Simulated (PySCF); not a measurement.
**Dipole moment and polarisability of `C#C/C=C(\C#C)C(=C)C`**

Species: C9H8.
Geometry (GFN2-xTB, Å), atoms numbered from 1 in this order:
```xyz
17
C9H8 angstrom
C      3.6265   -0.1216   -0.6102
C      2.5225   -0.2496   -0.1505
C      1.2508   -0.4133    0.4164
C      0.1218    0.0690   -0.1552
C      0.2301    0.7654   -1.3861
C      0.3500    1.3482   -2.4291
C     -1.2106   -0.0862    0.4298
C     -2.2874    0.4173   -0.1739
C     -1.3223   -0.8281    1.7293
H      4.5854   -0.0060   -1.0184
H      1.2224   -0.9535    1.3521
H      0.4499    1.8599   -3.3395
H     -2.2183    0.9520   -1.1057
H     -3.2713    0.3092    0.2502
H     -0.9577   -1.8496    1.6230
H     -0.7390   -0.3349    2.5066
H     -2.3597   -0.8662    2.0515
```

Level: CAM-B3LYP/def2-SVPD (PySCF), static field, nuclei fixed, core orbitals frozen in the response. The polarisability tensor in these axes (au):

```
x   161.26 -12.04  -1.84
y   -12.04  77.34 -21.84
z    -1.84 -21.84 101.25
```

What are the eigenvalues, a third of the trace, and Δα (Δα² = ½Σ(αi − αj)² over the three pairs)?

Principal values 63.09, 113.78 and 162.98 au; mean 113.28 au = 16.79 Å³ = 18.68 × 10⁻⁴⁰ C²·m²/J; Δα = 86.51 au (76 % of the mean).

What is the dipole moment, and where does it point?

(-0.50, -0.13, 0.35) D, 0.62 D in size, pointing from the negative to the positive side. Measured along this direction, the outermost atoms are H10 at the negative end and H17 at the positive end.

In a dilute gas of rigid molecules at 500 K, how does the orientational term μ²/3kT compare with the electronic polarisability?

In Gaussian units μ²/3kT = 1.89 Å³ against 16.79 Å³, a ratio of 0.11; the Debye molar polarisation (4π/3)N_A(α + μ²/3kT) is 47.1 cm³/mol, leaving out the vibrational part.

What would n − 1 = 2πNα be for an ideal gas of these molecules at 273.15 K and 1 atm, electronic part alone?

N = p/kT = 2.6868 × 10¹⁹ cm⁻³, so n − 1 = 2π × N × 16.79 × 10⁻²⁴ cm³ = 2834 × 10⁻⁶ at long wavelengths, for an ideal gas.

Along which axes do the principal values lie, and how far do the nuclei extend along each?

Largest value along (0.99, -0.14, 0.02), where the nuclei span 7.79 Å; middle along (-0.09, -0.49, 0.87), 6.26 Å; least along (0.11, 0.86, 0.50), 1.77 Å. The response follows the extents in order.

Rayleigh depolarisation ratio (linearly polarised light, static tensor)?

ρ = 3Δα²/(45ᾱ² + 4Δα²) = 22453.6/(577466 + 29938.1) = 0.037.

Traceless (Buckingham) quadrupole moment about the centre of nuclear charge: eigenvalues?

-10.12, 0.55, 9.58 D·Å. The values depend on the origin, since the dipole doesn't vanish. The electronic extent ⟨r²⟩ about the same centre is 1348 bohr², a root-mean-square distance of 2.47 Å for the 62 electrons.

Geometry: GFN2-xTB, one conformer, isolated molecule.
